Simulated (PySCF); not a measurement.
This script is equivalent to a calculation on Br²⁺ (bromine, charge +2).

```python
from pyscf import gto, scf, dft, mp, cc
import basis_set_exchange as bse
txt = bse.get_basis("aug-cc-pVTZ-PP", elements=["Br"], fmt="nwchem", header=False)
cut = txt.index("\nECP")
mol = gto.M(atom="Br 0 0 0", charge=2, spin=3, symmetry="D2h",
            basis=gto.basis.parse(txt[:cut]),
            ecp={"Br": gto.basis.parse_ecp(txt[cut:])})
mf = dft.UKS(mol, xc="PBE")
mf.irrep_nelec = {'Ag': (4, 4), 'B1g': (1, 1), 'B2g': (1, 1), 'B3g': (1, 1), 'B1u': (2, 1), 'B2u': (2, 1), 'B3u': (2, 1)}
mf.kernel()
```

(1) What total energy does it give?

(2) Which occupied shell lies highest, and where?

(3) What is ⟨S²⟩, and what would a pure spin state give?

Energies and moments cover only the electrons outside the core potential.

Results:

(1) -415.589 hartree (calculated).

(2) 4p α, at -29.348 eV.

(3) 3.750, against 3.75.
